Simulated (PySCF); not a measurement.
Species: CH9BN2Si.
InChI=1S/CH9BN2Si/c1-5(3)4-2/h4-5H,2-3H2,1H3/t5-/m1/s1

Torsions of this conformer, `[BH2:1][NH:2][Si@H:3]([CH3:4])[NH2:5]`: B1–N2–Si3–C4 -109°, H–N5–Si3–N2 156°, H–N5–Si3–N2 -62°.

The closed-shell ground state was solved at several levels (PySCF, density fitting, gas phase, non-relativistic). Isolated species at its PBE0-D3(BJ)/def2-SVP geometry (one conformer only).

| level | basis functions | HOMO (eV) | LUMO (eV) | gap (eV) | dipole (D) |
| --- | --- | --- | --- | --- | --- |
| B97-2/pcSseg-1 | 137 | -7.21 | 0.18 | 7.39 | 2.58 |
| PBE0/cc-pVDZ | 119 | -7.26 | 0.38 | 7.64 | 2.78 |
| BLYP/pcSseg-1 | 137 | -5.91 | -0.65 | 5.26 | 2.75 |
| PBE0/STO-3G | 38 | -4.03 | 4.28 | 8.31 | 2.89 |
| PBE0/pcSseg-2 | 313 | -7.57 | -0.01 | 7.56 | 2.49 |
| PBE0/def2-TZVP | 215 | -7.52 | 0.07 | 7.59 | 2.56 |
| PBE0/aug-cc-pVDZ | 200 | -7.51 | -0.26 | 7.25 | 2.47 |
| LC-wPBE/pcSseg-1 | 137 | -10.31 | 2.47 | 12.78 | 2.53 |
| BP86/pcSseg-1 | 137 | -6.16 | -0.86 | 5.30 | 2.76 |

(1) What might PBE0/def2-SVP (119 basis functions) give for the same quantities?

(2) Over all these levels, which gives the widest orbital gap and which the narrowest?

(3) How much does the basis alone move the frontier levels among the 6 PBE0 rows (the withheld one included)?

(4) How far do the dipole and the HOMO energy spread over the levels?

Results:

(1) HOMO -7.32 eV, LUMO 0.34 eV, gap 7.66 eV, dipole 2.79 D.

(2) LC-wPBE/pcSseg-1 (range-separated hybrid) has the widest, 12.78 eV, and BLYP/pcSseg-1 (GGA) the narrowest, 5.26 eV. The two share the basis. From the narrowest to the widest the HOMO moves by -4.40 eV and the LUMO by +3.12 eV.

(3) The HOMO by 3.54 eV and the LUMO by 4.54 eV. By rising basis size (HOMO, LUMO in eV): STO-3G -4.03, 4.28; cc-pVDZ -7.26, 0.38; def2-SVP -7.32, 0.34; aug-cc-pVDZ -7.51, -0.26; def2-TZVP -7.52, 0.07; pcSseg-2 -7.57, -0.01.

(4) The dipole runs from 2.47 to 2.89 D (mean 2.66 D) and the HOMO from -10.31 to -4.03 eV.
